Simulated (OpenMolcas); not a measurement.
O III: effect of the level shift or regulariser

- Program: OpenMolcas
- Basis: ANO-RCC-VDZP [3s2p1d]
- Scalar Hamiltonian: DKH2, point nucleus
- Active space: 4 electrons in 4 orbitals (2s 2p)
- State averaging: 2S+1 = 3 even, 6 roots; 2S+1 = 1 even, 11 roots; 2S+1 = 5 odd, 1 root; 2S+1 = 3 odd, 9 roots; 2S+1 = 1 odd, 8 roots
- Spin-orbit coupling: RASSI with atomic mean-field integrals over the reference wave functions, term energies averaged over their components

Methods on the same reference wave functions:
A. CASSCF
B. MS-CASPT2, IPEA 0.25 Eh, imaginary shift 0.1 Eh (closed shells correlated: 1s)
C. MS-CASPT2, IPEA 0.25 Eh, imaginary shift 0.3 Eh (closed shells correlated: 1s)

Energies in cm⁻¹ above 2s² 2p² ³P₀, the measured ground level; measured values from Moore, Selected Tables of Atomic Spectra, NSRDS-NBS 3, section 11.

```csv
Level,A,B,C,Measured
2s² 2p² ³P₀,0.0,0.0,0.0,0.0
2s² 2p² ³P₁,99.9,99.9,99.9,113
2s² 2p² ³P₂,295,295,295,
2s² 2p² ¹D₂,22089,21300,21300,20273
2s² 2p² ¹S₀,39508,43550,43550,43186
2s 2p³ ⁵S°₂,49834,57020,57020,60325
2s 2p³ ³D°₂,123017,120140,120140,
2s 2p³ ³D°₁,123017,120140,120140,
2s 2p³ ³D°₃,123018,120140,120140,
2s 2p³ ³P°₀,144788,144180,144190,
2s 2p³ ³P°₁,144788,144180,144190,
2s 2p³ ³P°₂,144789,144180,144190,
2s 2p³ ¹D°₂,202136,192470,192470,187054
2s 2p³ ³S°₁,209797,202580,202580,197088
2s 2p³ ¹P°₁,223727,216150,216160,210462
```

Deviations, from unrounded energies. A percentage is the sum of absolute deviations over the sum of measured energies, with the sign that they share, or ± where signs differ.

```
                        Against measurement  Levels      A      B      C
             mean absolute deviation (cm-1)       7   8200   3000   3000
      fine structure of the ground term (%)       1  -11.7  -11.7  -11.7
other terms of the ground configuration (%)       2   ±8.7   +2.2   +2.2
                   other configurations (%)       4   ±7.9   ±3.0   ±3.0
```

B, C lie about equally close to measurement and A furthest from it. The largest miss of B in the table is 2s 2p³ ¹P°₁, by +5700 cm-1. The ranking rests on the paired levels alone, and a cruder setting can come out closer through cancelling errors.

Between B and C the level of the table that moves most is 2s 2p³ ³P°₀, by 7.1 cm-1 (lowest in B, highest in C). Moves below CASPT2's spread within the term are not significant.

The two smallest mean deviations differ by little beside CASPT2's spread within terms, so their order carries little weight.

From A to B the spin-free energies of the other terms of 2s² 2p² shown, above ³P, scale by factors of 0.96 to 1.10.

The lowest spin-free term lies below A's lowest term by 0.049 hartree in B, 0.049 hartree in C.

Term energies are means over components that CASPT2 splits; among the terms shown or strongly mixed into the levels shown the widest spread is 400 cm-1 (2s 2p³ ³D°, B). Computed and measured levels are paired by configuration, term and J; levels that our copy of the source lacks, or whose pairing is in doubt (as where it misses far off the trend of its configuration), stay unpaired and out of the deviations. Only configurations of the active space appear. Levels that lie high or do not pair safely by name in every column are left out.

° marks odd parity.
